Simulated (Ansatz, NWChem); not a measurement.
# SnHCl3O (SMILES [OH][Sn]([Cl])([Cl])[Cl]): the electronic atomisation energy, rung by rung

The species is SnHCl3O (6 atoms), meant as a singlet with charge 0. As SMILES, `[OH][Sn]([Cl])([Cl])[Cl]`. Geometry: relaxed at PBE0-D4/def2-TZVP.

```csv
atom,x (Å),y (Å),z (Å)
O,-0.6743,0.4775,1.3636
Sn,0.2519,-0.2010,-0.1899
Cl,1.9312,-1.5297,0.5953
Cl,-1.1754,-1.4113,-1.5195
Cl,1.1050,1.5259,-1.4392
H,-1.3961,1.0745,1.1436
```

Each level gives the electronic atomisation energy (eV). The values are calculated. Electronic energies at fixed atoms, without zero-point motion or spin-orbit coupling.

```json
{"level": "HF/def2-SVP (core potential)", "kind": "Hartree–Fock", "program": "Ansatz", "value (eV)": "11.70"}
{"level": "SVWN5/def2-SVP (core potential)", "kind": "LDA", "program": "NWChem", "value (eV)": "21.36"}
{"level": "BLYP/def2-SVP (core potential)", "kind": "GGA", "program": "Ansatz", "value (eV)": "17.31"}
{"level": "revPBE/def2-SVP (core potential)", "kind": "GGA", "program": "Ansatz", "value (eV)": "17.29"}
{"level": "B3LYP/def2-SVP (core potential)", "kind": "global hybrid", "program": "NWChem", "value (eV)": "17.19"}
{"level": "M06-2X/def2-SVP (core potential)", "kind": "hybrid meta-GGA", "program": "NWChem", "value (eV)": "17.89"}
{"level": "PBE0/def2-SVP (core potential)", "kind": "global hybrid", "program": "Ansatz", "value (eV)": "17.64"}
{"level": "wB97M-V/def2-SVP (core potential)", "kind": "range-separated hybrid", "program": "Ansatz", "value (eV)": "18.16"}
```

The values span 11.70 to 21.36 eV.
